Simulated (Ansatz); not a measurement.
C2H6N, SMILES `C[N+]C` (singlet; the order of the spin states depends on the level) (charge 1, multiplicity 1). This singlet lies 0.17 eV above the relaxed triplet at the level frozen-core CCSD(T)/cc-pVTZ // B3LYP-D3(BJ)/def2-TZVP (Ansatz, a quantum-chemistry and plane-wave program); other levels give the other order.

Calculation: frozen-core fic-MRCISD+Q@CASSCF(6e,6o)/cc-pVTZ // B3LYP-D3(BJ)/def2-TZVP run with Ansatz.

Ansatz 0.2 input:
```yaml
crystal:
  periodic: [false, false, false]
  atoms:
    - { symbol: C, position_ang: [1.160453, 0.262876, 0.045947] }
    - { symbol: N, position_ang: [0.118896, -0.615269, 0.165983] }
    - { symbol: C, position_ang: [-1.174644, -0.189395, 0.040484] }
    - { symbol: H, position_ang: [0.952952, 1.313926, -0.152144] }
    - { symbol: H, position_ang: [1.867818, -0.214125, -0.674278] }
    - { symbol: H, position_ang: [1.807164, 0.077704, 0.937102] }
    - { symbol: H, position_ang: [-1.648982, -0.895063, -0.683228] }
    - { symbol: H, position_ang: [-1.373699, 0.863344, -0.157306] }
    - { symbol: H, position_ang: [-1.709958, -0.603999, 0.928254] }
basis:
  gaussian: { orbitals: cc-pVTZ }
correlation:
  method: fic_mrcisd_q
  active_space: { window: { electrons: 6, orbitals: 6 } }
total_charge: 1
```

Output:

```
Functional definition: HF
976 factors; integrals over basis functions are off by at most 1.1e-3 eV
mean field evaluation 1: about -3624.6546 eV, gradient 3.6e1 eV
mean field evaluation 2: about -3624.6571 eV, gradient 3.6e1 eV
mean field evaluation 4: about -3628.4455 eV, gradient 4.1e0 eV
mean field evaluation 8: about -3628.5643 eV, gradient 6.2e-1 eV
mean field -3628.56803531 eV, -133.3474157658 hartree, gradient 5.4e-6 eV, S^2 0.000000; 0 other end points of the search recorded, 0 dependent functions left out; unrestricted orbitals would lower it
reference -3628.56803531 eV, -133.3474157658 hartree; 12, 12 occupied and 162, 162 virtual orbitals, 976 factors
state -3630.34919622 eV, -133.4128722219 hartree
contracted CI cycle   1: correlation 0.00000000 eV, 0.0000000000 hartree, residual 3.92e1 eV
contracted CI cycle   2: correlation -11.83836716 eV, -0.4350519688 hartree, residual 6.34e0 eV
contracted CI cycle   3: correlation -12.20683173 eV, -0.4485927920 hartree, residual 1.63e0 eV
contracted CI cycle   4: correlation -12.23615601 eV, -0.4496704393 hartree, residual 5.95e-1 eV
contracted CI cycle   5: correlation -12.24077618 eV, -0.4498402277 hartree, residual 2.85e-1 eV
contracted CI cycle   6: correlation -12.24176180 eV, -0.4498764484 hartree, residual 1.30e-1 eV
contracted CI cycle   7: correlation -12.24193073 eV, -0.4498826564 hartree, residual 4.72e-2 eV
contracted CI cycle   8: correlation -12.24195346 eV, -0.4498834917 hartree, residual 1.72e-2 eV
contracted CI cycle   9: correlation -12.24195674 eV, -0.4498836122 hartree, residual 6.63e-3 eV
contracted CI cycle  10: correlation -12.24195721 eV, -0.4498836297 hartree, residual 2.57e-3 eV
contracted CI cycle  11: correlation -12.24195728 eV, -0.4498836321 hartree, residual 9.77e-4 eV
state -3630.34919622 eV, -133.4128722219 hartree; corrected -3644.17798514 eV, -133.9210708412 hartree
Total energy: -3644.17798514 eV, -133.9210708412 hartree
```
